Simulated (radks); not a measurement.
The numbers below are computed, except where a source is named.
Q: Ionisation ladder of technetium, from Tc to Tc21+. Each ion is in the ground configuration listed by NIST, and IE = E(next ion) - E(this ion). Level of theory: scalar-relativistic Kohn-Sham, BLYP, spin-polarised, spherical densities, finite nucleus; open shells are filled with parallel spins first (spin-orbit coupling, left out, can overturn this in heavy ions); Fermi nuclear charge, rms radius 4.4112 fm (a radial shooting solver on a logarithmic mesh with Libxc functionals).

species      configuration  IE, Delta-SCF (eV)  -e(HOMO) (eV)     HOMO
Tc            [Kr] 4d5 5s2               7.230          4.341  5s down
Tc+           [Kr] 4d5 5s1              15.438         11.952    5s up
Tc2+              [Kr] 4d5              29.713         23.494    4d up
Tc3+              [Kr] 4d4              42.999         36.158    4d up
Tc4+              [Kr] 4d3              57.387         50.029    4d up
Tc5+              [Kr] 4d2              72.706         64.910    4d up
Tc6+              [Kr] 4d1              88.813         80.648    4d up
Tc7+                  [Kr]                   ?         142.03       4p
Tc8+     [Ar] 3d10 4s2 4p5              171.33         161.50  4p down
Tc9+     [Ar] 3d10 4s2 4p4              191.24         181.29  4p down
Tc10+    [Ar] 3d10 4s2 4p3              217.36         206.73    4p up
Tc11+    [Ar] 3d10 4s2 4p2              238.89         228.14    4p up
Tc12+    [Ar] 3d10 4s2 4p1              260.46         249.75    4p up
Tc13+        [Ar] 3d10 4s2              315.70         304.62       4s
Tc14+        [Ar] 3d10 4s1                   ?         330.13    4s up
Tc15+            [Ar] 3d10                   ?         579.44       3d
Tc16+             [Ar] 3d9              659.94         632.81  3d down
Tc17+             [Ar] 3d8              715.43         687.62  3d down
Tc18+             [Ar] 3d7              772.23         743.79  3d down
Tc19+             [Ar] 3d6              830.26         801.24  3d down
Tc20+             [Ar] 3d5                   ?         876.35    3d up
Tc21+             [Ar] 3d4              969.60         938.29    3d up

Estimate the withheld Delta-SCF values.

A: Tc7+: 151.70 eV (NIST 150); Tc14+: 341.64 eV (NIST 338.6); Tc15+: 605.86 eV (NIST 604); Tc20+: 907.01 eV (NIST 904).
